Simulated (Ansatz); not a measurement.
A nudged elastic band was laid between two geometries of Cl3In + H (5 atoms, charge 0, multiplicity 2).

These are results of UKS B3LYP/def2-SVP in Ansatz 0.2.0, not measurements.

```
movable images  : 7
climbing image  : yes
spring          : 5.0 eV/Å²
optimiser       : quadratic models (default)
start path      : through a guess of the saddle point
force threshold : 0.03 eV/Å
iteration limit : 25
end points      : relaxed
```

Initial state:

```xyz
5
Properties=species:S:1:pos:R:3
In 0.000 0.000 -0.160
Cl 0.000 0.000 2.181
Cl 2.027 0.000 -1.329
Cl -2.027 0.000 -1.329
H 0.000 0.000 5.247
```

Final state:

```xyz
5
Properties=species:S:1:pos:R:3
In 0.000 0.000 -0.322
Cl 0.000 0.000 3.359
Cl 2.083 0.000 -1.539
Cl -2.083 0.000 -1.539
H 0.000 0.000 4.651
```

Question: Which bonds break or form, and what moves?

Answer: Bonds broken: In1–Cl2. Bonds formed: Cl2–H5. Cl3In + H becomes Cl2In + ClH.

Question: Give the energies along the band, and the barrier.

Answer: The run converged. The highest image is number 3 of 0 to 8, 0.092 eV above the first end and 1.182 eV above the last; the last end lies 1.090 eV below the first. A vibrational analysis at the climbing image gives one clearly imaginary mode, 632i cm⁻¹: a first-order saddle point.

| image | path coordinate (Å) | energy (eV) | In1–Cl2 (Å) | Cl2–H5 (Å) |
| --- | --- | --- | --- | --- |
| 0 | 0.00 | 0.000 | 2.34 | 3.07 |
| 1 | 0.32 | 0.006 | 2.34 | 2.71 |
| 2 | 0.64 | 0.037 | 2.35 | 2.36 |
| 3 | 0.96 | 0.092 | 2.41 | 1.95 |
| 4 | 1.24 | -0.325 | 2.64 | 1.56 |
| 5 | 1.52 | -0.975 | 2.97 | 1.31 |
| 6 | 1.80 | -1.056 | 3.23 | 1.29 |
| 7 | 2.08 | -1.084 | 3.45 | 1.29 |
| 8 | 2.36 | -1.090 | 3.68 | 1.29 |

Question: What is the geometry of the highest image?

Answer: 
```xyz
5
Properties=species:S:1:pos:R:3
In 0.000 0.000 0.040
Cl 0.000 0.000 2.446
Cl 2.035 0.000 -1.137
Cl -2.035 0.000 -1.137
H 0.000 0.000 4.398
```

Question: What are the harmonic wavenumbers there?

Answer: 632i, 65, 74, 91, 131, 135, 334, 368, 382 cm⁻¹.

The run took 4.1 min on 2 threads of Intel(R) Xeon(R) Platinum 8259CL CPU @ 2.50GHz (Skylake/Cascade Lake) (shared host), peak memory 0.31 GiB.
